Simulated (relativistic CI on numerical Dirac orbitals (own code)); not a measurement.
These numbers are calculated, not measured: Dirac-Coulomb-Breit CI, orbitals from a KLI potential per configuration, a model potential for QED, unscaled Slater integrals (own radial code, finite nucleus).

Configurations in the expansion (outside the closed core [Kr] 4d10): 4f14.5s2.5p6, 4f14.5s2.5p5.5d, 4f13.5s2.5p6.5d, 4f14.5s.5p6.5d, 4f14.5s2.5p5.5f, 4f14.5s2.5p5.6s, 4f13.5s2.5p6.6s, 4f14.5s2.5p5.5g, 4f14.5s2.5p5.6p, 4f14.5s.5p6.5f, 4f13.5s2.5p6.6p, 4f14.5s.5p6.5g, 4f13.5s2.5p6.5f, 4f14.5s2.5p5.6d, 4f13.5s2.5p6.6d, 4f14.5s2.5p5.7s, 4f13.5s2.5p6.7s, 4f14.5p6.5d2, 4f14.5p5.5d3, 4f13.5p6.5d3, 4f14.5p5.5d2.5f, 4f14.5p5.5d2.6s, 4f13.5p6.5d2.6s. Double excitations out of closed p, d and f shells are left out; levels of such configurations are missing from the list, as are those of other unlisted configurations, and high levels can miss mixing partners. These lack a partner that the ground configuration has and come out too high: 4f14.5s2.5p5.5g, 4f14.5s2.5p5.6p, 4f13.5s2.5p6.6p, 4f13.5s2.5p6.5f, 4f14.5s2.5p5.6d.

At this charge configurations can still be misplaced by up to about 7 % of their energy. Levels and lines within the n = 5 or 6 shells can be off by up to 10 % or somewhat more, and those that change n by about 2 %, since core polarisation is missing. Levels that differ in their count of f electrons can be misplaced by several ten thousand cm⁻¹, since the correlation energy of f electrons is missing or only estimated; rates across such gaps can be off by orders of magnitude.

Outline of the computed level scheme of Re VIII. Lowest level of each configuration: 4f14.5s2.5p6 1S_0 at 0.0000 eV; 4f14.5s2.5p5.5d 3P°_0 at 41.9049 eV; 4f13.5s2.5p6.5d 3P°_2 at 48.0754 eV; 4f14.5s2.5p5.6s 3P°_2 at 62.7938 eV; 4f13.5s2.5p6.6s 3F°_4 at 68.5954 eV; 4f14.5s2.5p5.6p 3S_1 at 72.9565 eV.

Some strong electric-dipole decays among the lowest 45 levels: 4f14.5s2.5p5.5d 1P°_1 → 4f14.5s2.5p6 1S_0 (5.5e+11 s⁻¹); 4f13.5s2.5p6.5d 1P°_1 → 4f14.5s2.5p6 1S_0 (2.5e+10 s⁻¹); 4f14.5s2.5p5.6s 3P°_1 → 4f14.5s2.5p6 1S_0 (1.7e+10 s⁻¹); 4f14.5s2.5p5.6p 3D_3 → 4f14.5s2.5p5.5d 3F°_4 (1.2e+10 s⁻¹); 4f14.5s2.5p5.6s 1P°_1 → 4f14.5s2.5p6 1S_0 (1.2e+10 s⁻¹); 4f13.5s2.5p6.5d 1P°_1 → 4f14.5s2.5p6 1S_0 (1.2e+10 s⁻¹); 4f14.5s2.5p5.6p 3D_2 → 4f14.5s2.5p5.5d 3F°_3 (1.0e+10 s⁻¹); 4f13.5s2.5p6.5d 3P°_1 → 4f14.5s2.5p6 1S_0 (8.5e+09 s⁻¹).

LS names give the leading component of a level, which can be under half, so a name can repeat, a term be missing and a line seem to break the LS rules.
